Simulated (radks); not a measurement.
Effect of the nuclear size on the lutetium ion Lu2+, [Xe] 4f14 6s1. Method: Dirac Kohn-Sham, relativistic LDA (MacDonald-Vosko exchange, VWN5 correlation), spin-unpolarised, spherical densities, finite nucleus; Fermi nuclear charge, rms radius 5.37 fm; computed with a radial shooting solver on a logarithmic mesh with Libxc functionals. The rms radius is varied about that value; shifts are against it.

rms radius (fm)  total energy shift (eV)  density at nucleus (e/bohr^3)  1s1/2 shift (meV)  2s1/2 shift (meV)  4p1/2 shift (meV)  5s1/2 shift (meV)  5p1/2 shift (meV)  6s1/2 shift (meV)  6p1/2 (empty) shift (meV)
4.3765                             -14.9                      1.169e+06              -6040               -828              0.151              -6.80              0.435             -0.801                      0.170
5.1176                             -3.98                      1.113e+06              -1610               -221              0.040              -1.82              0.116             -0.214                      0.045
5.37                                   0                      1.096e+06              0.000              0.000              0.000              0.000              0.000              0.000                      0.000
5.7137                              5.63                      1.074e+06               2280                313             -0.055               2.57             -0.164              0.303                     -0.064
5.95                                9.65                      1.061e+06               3910                536             -0.094               4.40             -0.281              0.518                     -0.110

Slopes of the eigenvalues against <r^2> in GHz/fm^2, as finite differences over the two radii next to the reference (eigenvalue slopes, not the field-shift constants of lines): 1s1/2 146000, 2s1/2 20000, 4p1/2 -3.54, 5s1/2 164, 5p1/2 -10.5, 6s1/2 19.3, 6p1/2 (empty) -4.10.
